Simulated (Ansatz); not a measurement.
A run for Ansatz (an electronic-structure program): R-CCSD(T)/def2-SVP on Br2OW (SMILES [O]=[W]([Br])[Br]), 2S+1 = 1, a spin state set in the input, which need not be the lowest. Elements past Kr take the def2 small-core potentials; no spin–orbit coupling.

Ansatz 0.2 input:
```yaml
crystal:
  periodic: [false, false, false]
  atoms:
    - {symbol: W, position_ang: [-0.06078359, -0.02779475, -0.02262773]}
    - {symbol: O, position_ang: [-1.25941321, -1.18136046, -0.24582661]}
    - {symbol: Br, position_ang: [-0.48830675, 2.04252659, -1.14094204]}
    - {symbol: Br, position_ang: [1.75051583, -0.76650610, 1.35325222]}
basis:
  gaussian:
    orbitals: def2-SVP
magnetization: {spin_polarized: false}
correlation: {method: ccsd_t, electrons: valence}
```

The log:

```
WARN ansatz: RAYON_NUM_THREADS=4 ignored (pool sized by the plan → 4); use --threads N
Functional definition: HF
integrals: 0.16 GiB planned
1049 factors; integrals over basis functions are off by at most 8.3e-4 eV
mean field: 0.73 GiB planned
mean field evaluation 1: about -143817.7925 eV, gradient 5.6e1 eV
mean field evaluation 2: about -143817.9483 eV, gradient 5.6e1 eV
mean field evaluation 4: about -143825.1596 eV, gradient 5.0e0 eV
mean field evaluation 8: about -143825.3990 eV, gradient 1.3e0 eV
mean field evaluation 16: about -143825.4229 eV, gradient 2.4e-6 eV
mean field evaluation 32: about -143825.4116 eV, gradient 1.4e0 eV
mean field evaluation 64: about -143820.0690 eV, gradient 6.3e0 eV
mean field evaluation 96: about -143824.1670 eV, gradient 4.0e-2 eV
mean field evaluation 128: about -143817.6209 eV, gradient 1.4e-2 eV
mean field -143825.42290220 eV, -5285.4868032827 hartree, gradient 2.4e-6 eV, S^2 0.000000; 5 other end points of the search recorded, 0 dependent functions left out; unrestricted orbitals would lower it
determinant -143825.42290220 eV, -5285.4868032827 hartree, with singles and doubles -143851.08016229 eV, -5286.4296901999 hartree
determinant -143824.16704914 eV, -5285.4406515341 hartree, with singles and doubles -143849.24941973 eV, -5286.3624116517 hartree
19 core orbitals not correlated
reference -143825.42290220 eV, -5285.4868032827 hartree; 27, 27 occupied and 64, 64 virtual orbitals, 1049 factors
second order -26.64163952 eV of doubles, -0.00000000 eV of singles
coupled cluster: 0.56 GiB planned
cycle   1  -25.66560717 eV  change   -8.3e-3 eV  update   4.8e-3
cycle   2  -25.65806639 eV  change    7.5e-3 eV  update   3.2e-3
cycle   3  -25.66076377 eV  change   -2.7e-3 eV  update   2.5e-3
cycle   4  -25.66178381 eV  change   -1.0e-3 eV  update   9.3e-4
cycle   5  -25.66551010 eV  change   -3.7e-3 eV  update   5.4e-4
cycle   6  -25.66392666 eV  change    1.6e-3 eV  update   2.5e-4
cycle   7  -25.66414877 eV  change   -2.2e-4 eV  update   1.7e-4
cycle   8  -25.66424335 eV  change   -9.5e-5 eV  update   4.0e-5
cycle   9  -25.66420183 eV  change    4.2e-5 eV  update   1.8e-5
perturbative correction -1.08277721 eV, -0.0397913286 hartree
Total energy: -143852.16988124 eV, -5286.4697366328 hartree
```

The run converged.

Cost: very roughly 90 core-seconds.
